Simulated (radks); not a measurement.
These are the eigenvalues of the occupied orbitals of an atom or ion with whole-number occupations (eV). Calculated with a radial shooting solver on a logarithmic mesh with Libxc functionals: Dirac Kohn-Sham, PBEsol, spin-unpolarised, spherical densities, point nucleus.

1s1/2: -17677.11
2s1/2: -4154.534

Which element is it, and in what charge state? The configuration may be excited. Open shells, if any, fill j = l - 1/2 first.

Answer. Z = 37, rubidium, charge +33: Rb33+ in [He] 2s2. The 1s level, -649.62 hartree, gives Z - s = 36.0 by -(Z - s)^2/2, which with screening and relativity narrows Z to a few neighbours, and the depths must fix Z and the occupations together.
